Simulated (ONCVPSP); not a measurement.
Configuration tests for zirconium (Zr) (ONCV)

```
Element                 : zirconium (Zr)
Generator               : ONCVPSP 4.0.1
Type                    : optimised norm-conserving Vanderbilt (ONCV)
Functional              : LDA (Perdew-Zunger)
Relativity              : scalar-relativistic
Frozen core             : [Kr]
Valence charge          : 4
Reference configuration : 4d2 5s2
Partial waves           : 5s: rc 2.60 bohr, ncon 5, nbas 9, qcut 2.2 1/bohr, 2 projectors, debl 1.6 Ha; p scattering state at 0.04 Ha: rc 2.85 bohr, ncon 3, nbas 8, qcut 3.5 1/bohr, 2 projectors, debl 3.7 Ha; 4d: rc 3.10 bohr, ncon 4, nbas 9, qcut 4.7 1/bohr, 1 projector
Local potential         : polynomial inside 2.35 bohr (lpopt 3, dvloc0 0 Ha)
Core correction         : Teter function, fcfact 3.25, rcfact 1.1
```

In the p channel the program set the typed energies aside and used 0.050, 3.750 Ha.

Energies are relative to the spin-unpolarised reference configuration 4d2 5s2; without spin polarisation the order of configurations can differ from experiment.

| valence configuration | charge | ΔE all-electron (eV) | error AE − PS (meV) |
| --- | --- | --- | --- |
| 4d2 5s0 | +2 | 20.593 | +54 |
| 4d1 5s0 | +3 | 43.414 | +198 |
| 4d2 5s0 5p1 | +1 | 11.164 | +15 |

Problem. What are ΔE and the potential's error for 4d2 5s1?

Solution. ΔE = 7.352 eV all-electron; the error (AE − PS) is +7.0 meV.

Levels in the configuration 4d1 5s0:

```tsv
level	all-electron (eV)	pseudo (eV)
4d	-28.378	-28.033
```

Note: no bound ghost flagged; GHOST(+) flagged for s at 40.1 eV, p at 109.9 eV, s at 172.2 eV.
